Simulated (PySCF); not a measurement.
C5H7ClF (doublet state).
Structure used (GFN2-xTB), in Å, numbered top down from 1:
```xyz
14
C5H7ClF angstrom
C     -1.702    0.006   -0.255
C     -0.339    0.015    0.408
C      0.661    1.107   -0.046
F      1.016    2.035    0.912
C      1.643    0.031   -0.323
C      0.677   -1.047   -0.068
Cl     1.192   -2.249    1.188
H     -2.269    0.883    0.045
H     -2.254   -0.883    0.041
H     -1.600    0.010   -1.338
H     -0.429    0.017    1.494
H      0.330    1.694   -0.913
H      2.712    0.038   -0.253
H      0.360   -1.656   -0.916
```

The species is `F[C@H]1[CH][C@@H](Cl)[C@@H]1C` [radical].

The calculation used UKS B3LYP, pcH-1 on C Cl F H, non-relativistic, mean-field spin-orbit, GIAO (PySCF 2.14.0). Geometry: GFN2-xTB; no solvent, vibrations or thermal averaging. Couplings are sensitive to structure, and on GFN2-xTB geometries they can be far from those on DFT ones. No stability test was run, so a lower SCF solution isn't excluded.

The largest Mulliken spin populations are on C5 (+0.96), Cl7 (+0.07) and C6 (-0.07). No atom but C5 exceeds +0.15. The positive populations add up to 1.15 and the negative ones to -0.15, together 2S = 1. The angles at C5 add up to 354.3°, so it is nearly planar; its axial dipolar tensor and the negative coupling of its proton fit spin in a p orbital normal to that plane.

(1) List the C–H protons on four-coordinate carbons next to a three-coordinate spin centre, with their couplings and θ (C–H bond against the normal to the plane of the centre's neighbours, projected along the bond that joins the two).

Results:

(1) 
| β H | on | centre | θ (°) | cos²θ | a (G) |
| --- | --- | --- | --- | --- | --- |
| H12 | C3 | C5 | 13 | 0.95 | +28.77 |
| H14 | C6 | C5 | 15 | 0.94 | +30.40 |

Couplings in gauss use g_iso = 2.0024.
